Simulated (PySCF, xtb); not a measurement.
SiH3Cl, SMILES Cl[SiH3].

Harmonic wavenumbers (cm⁻¹) from GFN2-xTB in xtb at its own minimum, in rising order: 511, 546, 547, 777, 785, 785, 2294, 2295, 2317.

Question: What does B3LYP-D3(BJ)/def2-TZVP in PySCF give at its own minimum? (Estimate from the structure and the level; the computed values follow.)

Answer: 535, 661, 661, 957, 960, 960, 2251, 2263, 2263. Paired by order, the mean absolute difference is 101 cm⁻¹ and the zero-point energies are 15.5 and 16.5 kcal/mol.
